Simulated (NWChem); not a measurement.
System: CH7FSi2; SMILES C[Si@@H](F)[SiH3]

Give the equilibrium geometry at PBE0/def2-SVP (NWChem) as a list of bonds and angles, with the point group.

point group C1; any orientation.
Bond lengths (Å): C1–Si2 1.868, C1–H5 1.102, C1–H6 1.101, C1–H7 1.101, Si2–F3 1.637, Si2–Si4 2.349, Si2–H8 1.495, Si4–H9 1.498, Si4–H10 1.496, Si4–H11 1.495. Angles (°): Si2–C1–H5 110.4, Si2–C1–H6 110.5, Si2–C1–H7 111.3, H5–C1–H6 108.1, H5–C1–H7 108.2, H6–C1–H7 108.3, C1–Si2–F3 108.6, C1–Si2–Si4 112.5, C1–Si2–H8 110.4, F3–Si2–Si4 107.5, F3–Si2–H8 107.0, Si4–Si2–H8 110.6, Si2–Si4–H9 109.4, Si2–Si4–H10 110.4, Si2–Si4–H11 111.2, H9–Si4–H10 108.4, H9–Si4–H11 108.6, H10–Si4–H11 108.9.
